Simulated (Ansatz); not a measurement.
H2B2Cl, SMILES `B[B-]Cl` (lower singlet) (charge -1, multiplicity 1). This singlet lies 0.53 eV below the relaxed triplet at the level frozen-core CCSD(T)/aug-cc-pVTZ // B3LYP-D3(BJ)/def2-TZVPD (Ansatz, an electronic-structure program).

Cartesian coordinates (Å):
```xyz
5

B     -0.7094     0.0231     0.0060
B      0.8070    -0.0266    -0.0072
Cl     2.5669    -0.0838    -0.0237
H     -1.3669    -0.9920    -0.0332
H     -1.2976     1.0793     0.0581
```
Charge -1, spin multiplicity 1.

Task: Give the natural occupations of the active orbitals, the CASSCF energy and the corrected energy for Ansatz with frozen-core fic-MRCISD+Q@CASSCF(2e,2o)/aug-cc-pVTZ // B3LYP-D3(BJ)/def2-TZVPD.

Result: 
```json
{
 "natural_occupations": "1.95, 0.05",
 "CASSCF energy": "-510.0408 Ha",
 "corrected_energy": "-510.4847 Ha",
 "weight_of_the_reference": "0.871"
}
```
